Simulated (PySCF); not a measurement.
## From computed data to an observable: refractive index and permittivity of the vapour

C₃H₆NO, SMILES C(=O)N([CH2])C, multiplicity 2.

Geometry: PBE0-D3(BJ)/def2-SVP. The isomer is the one that the SMILES or the coordinates give; other isomers of the formula were not compared. The values are those of a single conformer.

PBE/def2-TZVP (PySCF) gives a mean static polarisability of 52.4 bohr³ and a dipole moment of 3.96 D. Take an ideal gas at 298.15 K and 1 bar, whether or not the substance is that volatile.

**Question.** Work out n − 1 in the optical limit and the static ε − 1.

**Answer.** 
Polarisability volume α' = 52.4 × 0.148185 = 7.76 Å³. Number density N = p/kT = 2.43e-5 Å⁻³.
Dilute limit of Lorentz–Lorenz: n − 1 = 2π N α' = 0.0012.
Orientation term of Debye: μ²/(3kT) = 8.098 Å³ × μ²(D²) = 126.99 Å³.
ε − 1 = 4π N (α' + μ²/3kT) = 0.041. Orientation of the dipole supplies 94 % of the static response; it can't follow optical fields. Vibrational polarisation and dispersion are left out.
